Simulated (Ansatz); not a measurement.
Cartesian coordinates in Å:
```
C 0.453 -0.450 -2.740
C 0.021 -0.046 -1.688
Sn -0.702 0.629 0.152
C 0.416 -0.344 1.685
H 0.832 -0.804 -3.671
H -0.494 2.322 0.194
H -2.359 0.235 0.228
H 0.289 -1.423 1.599
H 0.071 -0.019 2.666
H 1.472 -0.100 1.576
```

The species carries charge 0 and has multiplicity 1. Sn: def2 effective core potential.

(1) List the ωB97M-V/def2-TZVPP orbital energies in eV (the Gaussian-basis code of Ansatz). (Estimate.)

Results:

(1) Computed: Occupied: -281.42, -281.33, -281.17, -142.94, -97.53, -97.49, -97.47, -31.20, -31.13, -31.11, -31.00, -31.00, -23.40, -22.16, -17.90, -16.66, -14.06, -14.01, -12.35, -11.54, -11.17, -10.20, -10.10. Lowest empty: 1.47, 1.94, 2.32, 2.58, 2.89, 3.22, 3.44, 3.75.
